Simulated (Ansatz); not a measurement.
Ansatz results at the PBE0-D4/def2-TZVP geometry: LUMO energy (PBE/def2-TZVPP) -0.82 eV; size of the dipole moment (PBE/def2-TZVPP) 1.57 D; size of the dipole moment (ωB97M-V/def2-TZVPP) 1.59 D.

Each molecule was computed in one conformer, which needn't be the lowest.

Question: Which molecule gave them?
A. `NC[SiH2]S`
B. `[BH]1[AlH][O][GeH2]1`
C. `NC([SiH3])S`
D. `B1OC=CO1`

Answer: C. The others give `B1OC=CO1`: -0.52, 1.52, 1.55; `NC[SiH2]S`: -0.48, 2.48, 2.47; `[BH]1[AlH][O][GeH2]1`: -4.14, 1.58, 1.84.
